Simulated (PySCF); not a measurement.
Compound: (ClBe-mu-Cl)2.
Z-matrix (Å and degrees, PBE0-D3(BJ)/def2-SVP geometry), rows numbered from 1:
```
Be
Cl  1  1.8354
Cl  1  2.0283  2  130.18
Be  3  2.0292  1   80.73  2   180.00
Cl  4  1.8353  3  130.54  1   179.48
Cl  4  2.0286  3   99.27  1    -0.15
```

The closed-shell ground state was solved at several levels (PySCF, density fitting, gas phase, non-relativistic). The dipole stays under 0.02 D at every level.

```
          level  basis functions  total energy (Eh)  HOMO (eV)  LUMO (eV)  gap (eV)
B3LYP/def2-SVPD              132         -1870.0952      -8.94      -0.98      7.96
  PBE0/pcSseg-1              120         -1869.8563      -9.28      -0.77      8.51
```

(1) What might KT2/pcSseg-1 (120 basis functions) give for the same quantities?

(2) Over all these levels, which gives the widest orbital gap and which the narrowest?

## Answers

(1) Total energy -1884.7553 Eh, HOMO -7.98 eV, LUMO -1.62 eV, gap 6.36 eV.

(2) PBE0/pcSseg-1 (global hybrid, 25 % exact exchange) has the widest, 8.51 eV, and KT2/pcSseg-1 (GGA) the narrowest, 6.36 eV. The two share the basis. From the narrowest to the widest the HOMO moves by -1.30 eV and the LUMO by +0.85 eV.

One conformer stands for the species.
